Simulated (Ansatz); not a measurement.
MgSe2. The state is a quintet with charge 0. Geometry PBE-D4/def2-TZVP; atoms count from 1.

Cartesian coordinates in Å:
```
Mg 1.4746 0.4501 -0.0699
Se -0.8545 -0.0504 -1.3127
Se -0.6201 -0.3998 1.3826
```

At PBE0-D4/def2-TZVP a triplet of charge 0 lies 2.36 eV below the quintet, each at its own geometry. The structure comes from a short search, and lower isomers may exist.

Problem. Estimate the Mulliken populations from the PBE0/def2-TZVP orbitals of Ansatz.

Solution. 
| atom | charge (e) | spin (α − β) |
| --- | --- | --- |
| Mg1 | 0.41 | 0.86 |
| Se2 | -0.20 | 1.57 |
| Se3 | -0.20 | 1.57 |
Mulliken values and Mayer orders depend strongly on the basis.

Problem. Where does the spin sit?

Solution. Summed by element: Mg 0.86, Se 3.14, of 4 unpaired in all. Largest on single atoms: Se2 1.57, Se3 1.57, Mg1 0.86.

Problem. And the Mayer bond orders between bonded heavy atoms (over 0.3)?

Solution. Mg1–Se2 0.48 (2.69 Å); Mg1–Se3 0.48 (2.69 Å); Se2–Se3 1.21 (2.73 Å).
